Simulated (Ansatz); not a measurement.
C₃H₈Cl₃NSi (`CC(C)N[Si](Cl)(Cl)Cl`), one more setting.

```yaml
crystal:
  periodic: [false, false, false]
  atoms:
    - {symbol: C, position_ang: [1.525099, 0.057756, -0.977034]}
    - {symbol: C, position_ang: [0.531091, 0.036104, 0.172483]}
    - {symbol: C, position_ang: [0.925255, -0.957745, 1.252389]}
    - {symbol: N, position_ang: [-0.817664, -0.234877, -0.311449]}
    - {symbol: Si, position_ang: [-2.112374, 0.823367, -0.221140]}
    - {symbol: Cl, position_ang: [-2.532977, 1.363263, 1.702206]}
    - {symbol: Cl, position_ang: [-1.760828, 2.577903, -1.205577]}
    - {symbol: Cl, position_ang: [-3.728275, -0.098012, -1.040317]}
    - {symbol: H, position_ang: [2.529919, 0.296333, -0.620811]}
    - {symbol: H, position_ang: [1.566379, -0.921548, -1.464113]}
    - {symbol: H, position_ang: [1.235038, 0.797855, -1.724566]}
    - {symbol: H, position_ang: [0.507482, 1.035974, 0.621958]}
    - {symbol: H, position_ang: [0.943095, -1.974244, 0.846873]}
    - {symbol: H, position_ang: [0.212674, -0.933105, 2.078369]}
    - {symbol: H, position_ang: [1.921172, -0.736485, 1.642999]}
    - {symbol: H, position_ang: [-0.945076, -1.132538, -0.752280]}
basis:
  gaussian: {orbitals: def2-SVP}
total_charge: 1
magnetization: {spin_polarized: true, initial_magnetization: 1}
hamiltonian: {xc: {name: BHLYP}}
```

```sh
$ ansatz run in.yaml --threads 4 --pin off --events-out ev --progress --plain --max-ram 41984MiB --backend cpu
```

It prints (some lines left out):

```
Functional definition: BHLYP
1638 factors; integrals over basis functions are off by at most 1.4e-3 eV
mean field evaluation 1: about -50139.9532 eV, gradient 4.7e1 eV
mean field evaluation 2: about -50131.3527 eV, gradient 6.4e1 eV
mean field evaluation 4: about -50151.7878 eV, gradient 8.9e0 eV
mean field evaluation 8: about -50152.4548 eV, gradient 4.9e-1 eV
mean field evaluation 16: about -50152.4583 eV, gradient 1.7e-3 eV
mean field -50152.45829384 eV, -1843.0688477414 hartree, gradient 2.0e-5 eV, S^2 0.756977; 0 other end points of the search recorded, 0 dependent functions left out
reference -50152.45850815 eV, -1843.0688556171 hartree; 49, 48 occupied and 119, 120 virtual orbitals, 1638 factors
Total energy: -50152.45850815 eV, -1843.0688556171 hartree
```

Hardware: 4 threads of an AMD EPYC 7R13 on a shared host. Wall time 4.9 s, peak host memory 0.86 GiB.
